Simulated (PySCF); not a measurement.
Species: C4HFNP3.
SMILES with atom numbers: `[N:1]#[C:2][c:3]1[p:4][cH:5][p:6][c:7]([F:8])[p:9]1`

Geometry (GFN2-xTB, Å), atoms numbered from 1 in this order:
```
atom  x, y, z in Å
N1     3.702   -0.036    0.374
C2     2.560   -0.020    0.260
C3     1.156   -0.008    0.117
P4     0.489   -1.620   -0.073
C5    -1.216   -1.386   -0.231
P6    -2.292   -0.031   -0.243
C7    -1.218    1.324   -0.029
F8    -1.911    2.501   -0.014
P9     0.485    1.609    0.171
H10   -1.745   -2.328   -0.355
```

Definitions: NICS(0) = −σiso at the ring centroid; NICS(1) = −σiso and NICS(1)zz = −σzz at ±1 Å along the ring normal z. Level: GIAO PBE0/pcSseg-1 (PySCF, non-relativistic, gas phase) on the GFN2-xTB geometry, one conformer.

Ring bond lengths (Å), with Mayer bond orders in brackets: C3–P4 1.755 (1.21), P4–C5 1.728 (1.32), C5–P6 1.730 (1.30), P6–C7 1.743 (1.24), C7–P9 1.738 (1.27), P9–C3 1.752 (1.22).

Task: What do the NICS probes read (ppm)?

Result: 
```
             ring                                                 type  NICS(0)  NICS(1), two faces  NICS(1)zz, two faces  rms pucker (Å)  centre to ring atoms, mean (Å)
C3–P4–C5–P6–C7–P9  6-membered ring with 3 P; formal bonds all aromatic     -7.5         -9.8 / -9.8         -22.6 / -22.6            0.00                            1.72
```

Task: What do they say, and how far can they be read as aromaticity?

Result: 
- C3–P4–C5–P6–C7–P9: mean NICS(1)zz -22.6 ppm, shielded.

Task: And the bond-length index? HOMA takes Krygowski's 1993 parameters.

Result: 
- C3–P4–C5–P6–C7–P9: HOMA 0.77; the largest term is that of C3–P4, α(R − Ropt)² = 0.38.

Task: At the second NICS(1) probe listed for ring C3–P4–C5–P6–C7–P9, 1 Å off the ring, how large is the induced field along the normal in 9.4 T applied along it?

Result: NICSzz × B0 = -22.6 ppm × 9.4 T = -212 μT, against the applied field.

Task: What are the shieldings of the ring atoms and their hydrogens in the same run (means over atoms taken as equivalent)?

Result: 
```json
{"atoms": "C3", "environment": "substituted aromatic carbon", "σ isotropic (ppm)": "10.5", "principal values of the symmetric part, first atom (ppm)": "-196.8, 57.6, 170.8"}
{"atoms": "P4", "environment": "phosphorus bonded to 2 C", "σ isotropic (ppm)": "23.2", "principal values of the symmetric part, first atom (ppm)": "-379.5, -102.0, 551.0"}
{"atoms": "C5", "environment": "aromatic CH carbon", "σ isotropic (ppm)": "-5.7", "principal values of the symmetric part, first atom (ppm)": "-211.8, 16.8, 177.9"}
{"atoms": "P6", "environment": "phosphorus bonded to 2 C", "σ isotropic (ppm)": "90.1", "principal values of the symmetric part, first atom (ppm)": "-239.5, -28.3, 538.1"}
{"atoms": "C7", "environment": "aromatic C–F carbon", "σ isotropic (ppm)": "-66.3", "principal values of the symmetric part, first atom (ppm)": "-262.4, -4.2, 67.5"}
{"atoms": "P9", "environment": "phosphorus bonded to 2 C", "σ isotropic (ppm)": "59.9", "principal values of the symmetric part, first atom (ppm)": "-285.4, -48.5, 513.7"}
{"atoms": "H10", "environment": "aromatic hydrogen", "σ isotropic (ppm)": "20.59", "principal values of the symmetric part, first atom (ppm)": "15.6, 20.0, 26.2"}
```

The run took 35 s (with the writing of density and orbital grids) on one thread of an Intel Xeon Platinum 8488C, on a shared host, and the process peaked at 0.80 GiB of memory. This is the whole shielding run at PBE0/pcSseg-1, SCF included.
